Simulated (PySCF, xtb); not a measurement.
CCl₂F, SMILES F[C](Cl)Cl, multiplicity 2.

Geometry: B3LYP-D3(BJ)/def2-SVP. The isomer is the one that the SMILES or the coordinates give; other isomers of the formula were not compared.

The numbers are results of IEF-PCM-M06-2X/def2-SVP run with PySCF 2.14.0, not measurements.

The values are the electrostatic part of the solvation free energy, E(continuum) − E(gas) at the gas-phase geometry, in a cavity of scaled van der Waals radii (PySCF's table); cavitation and dispersion terms are not included. The dipole moment in vacuum is 0.39 D.

Computed values in water (ε = 78.36), tetrahydrofuran (ε = 7.43), N,N-dimethylformamide (ε = 37.22):
```json
[
 {"solvent": "water", "ε": "78.36", "ΔG(elec) (kcal/mol)": "-0.5", "dipole (D)": "0.44"},
 {"solvent": "tetrahydrofuran", "ε": "7.43", "ΔG(elec) (kcal/mol)": "-0.4", "dipole (D)": "0.43"},
 {"solvent": "N,N-dimethylformamide", "ε": "37.22", "ΔG(elec) (kcal/mol)": "-0.5", "dipole (D)": "0.44"}
]
```

For comparison, GFN2-xTB/ALPB(water) (xtb, at the GFN2-xTB geometry, all terms of that model) gives 0.5 kcal/mol.
